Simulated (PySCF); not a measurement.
formamide (CH3NO), singlet, at a GFN2-xTB geometry. Base run: MP2/def2-SVP run with PySCF.

Here is a job for PySCF.
```python
from pyscf import gto, scf, mp

mol = gto.M(
    atom='''
N    -1.05641616    0.21385327    0.11334147
C     0.27617595    0.30708658   -0.05688787
O     1.03166666   -0.62674585   -0.07930566
H    -1.46659335   -0.69896438    0.23212765
H    -1.65672911    1.01799139    0.12649041
H     0.60784657    1.35544742   -0.17623582
''',
    basis='def2-svp',
    verbose=4,
)

mf = scf.RHF(mol)
mf.kernel()

pt = mp.MP2(mf, frozen=3)
pt.kernel()
print('E(MP2) = %.10f' % pt.e_tot)
```

Variants of this job, named by their change:

```
change               basis functions      E (Eh)  MP2 correlation (Eh)  SCF-reference HOMO (eV)  SCF-reference HOMO-LUMO gap (eV)  SCF-reference dipole (D)
-------------------  ---------------  ----------  --------------------  -----------------------  --------------------------------  ------------------------
base                              57  -169.28747              -0.48047                   -11.38                             16.06                      4.22
basis = STO-3G                    18  -166.84074              -0.15693                    -8.43                             17.79                      2.80
basis = 3-21G                     33  (withheld)            (withheld)               (withheld)                        (withheld)                (withheld)
basis = 6-31G                     33  (withheld)            (withheld)               (withheld)                        (withheld)                (withheld)
basis = pcseg-0                   33  (withheld)            (withheld)               (withheld)                        (withheld)                      4.34
basis = def2-SV(P)                48  -169.25317              -0.46121                   -11.41                             16.08                      4.21
basis = 6-31G*                    48  -169.38671              -0.45769                   -11.27                             16.97                      4.17
basis = cc-pVDZ                   57  -169.42983              -0.48117                   -11.23                             16.03                      4.13
basis = pcseg-1                   57  -169.37773              -0.48447                   -11.51                             15.57                      4.33
basis = 6-311++G**                87  -169.50467              -0.51721                   -11.54                             12.48                      4.34
basis = def2-SVPD                 87  -169.32557              -0.50490                   -11.61                             14.20                      4.30
basis = aug-cc-pVDZ       (withheld)  (withheld)            (withheld)                   -11.51                        (withheld)                (withheld)
basis = def2-TZVP                111  -169.60041              -0.59231                   -11.51                             14.97                      4.26
```

Q: Complete the blanks.

A: 
- basis = 3-21G, E (Eh): -168.29980
- basis = 3-21G, MP2 correlation (Eh): -0.31565
- basis = 3-21G, SCF-reference HOMO (eV): -10.96
- basis = 3-21G, SCF-reference HOMO-LUMO gap (eV): 16.90
- basis = 3-21G, SCF-reference dipole (D): 4.06
- basis = 6-31G, E (Eh): -169.17354
- basis = 6-31G, MP2 correlation (Eh): -0.31992
- basis = 6-31G, SCF-reference HOMO (eV): -11.29
- basis = 6-31G, SCF-reference HOMO-LUMO gap (eV): 16.53
- basis = 6-31G, SCF-reference dipole (D): 4.42
- basis = pcseg-0, E (Eh): -168.74312
- basis = pcseg-0, MP2 correlation (Eh): -0.32302
- basis = pcseg-0, SCF-reference HOMO (eV): -11.40
- basis = pcseg-0, SCF-reference HOMO-LUMO gap (eV): 16.63
- basis = aug-cc-pVDZ, basis functions: 96
- basis = aug-cc-pVDZ, E (Eh): -169.47256
- basis = aug-cc-pVDZ, MP2 correlation (Eh): -0.50838
- basis = aug-cc-pVDZ, SCF-reference HOMO-LUMO gap (eV): 12.24
- basis = aug-cc-pVDZ, SCF-reference dipole (D): 4.24

Totals compare only among sets that treat the same electrons; sets with core potentials leave the core out.
